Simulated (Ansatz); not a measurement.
BiBrH2 (SMILES [Br][BiH2]) moved off its minimum; all values from Ansatz (a quantum-chemistry and plane-wave program), cores frozen in correlated methods. Elements past Kr take the def2 small-core potentials, without spin–orbit coupling.
(charge 0, multiplicity 1)
```xyz
4

Bi    -0.4347    -0.4829     0.4571
H     -1.9559    -0.1723    -0.5168
H      0.0734    -1.8966    -0.6516
Br     1.1318     1.2293    -0.8670
```

Forces at PBE/def2-TZVPP (eV/Å):

| atom | Fx | Fy | Fz |
|---|---|---|---|
| Bi1 | 0.314 | -0.160 | -0.497 |
| H2 | 0.219 | -0.055 | 0.003 |
| H3 | -0.270 | 0.398 | 0.318 |
| Br4 | -0.263 | -0.183 | 0.177 |

### Question
Give the forces (eV/Å), the total energy and the dipole at CCSD(T)/def2-TZVPPD.

### Answer

```csv
atom,Fx,Fy,Fz
Bi1,0.264,-0.225,-0.648
H2,0.333,-0.052,0.063
H3,-0.288,0.501,0.393
Br4,-0.309,-0.225,0.192
```
Energy -2787.4848 hartree, dipole 3.41 D.
